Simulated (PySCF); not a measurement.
Vertical excitations of a molecule C3H7BO2 from PySCF 2.14.0 with TDDFT-PBE0/def2-SVPD, as energy in eV (oscillator strength): 7.03 (0.000), 7.86 (0.002), 7.94 (0.042), 8.40 (0.019), 8.66 (0.030), 8.77 (0.000), 8.82 (0.000), 8.86 (0.002), 8.98 (0.039), 9.06 (0.026). Lowest triplet (TDA): 6.88 eV. Geometry optimised at PBE0-D3(BJ)/def2-SVP. One conformer was computed; it need not be the lowest.

Problem. Which molecule gave these data?
(A) CB1OCCO1
(B) C=CB(O)CO
(C) C[C@@H]1COB1O
(D) OB1CC[C@@H]1O

Solution. A, CB1OCCO1
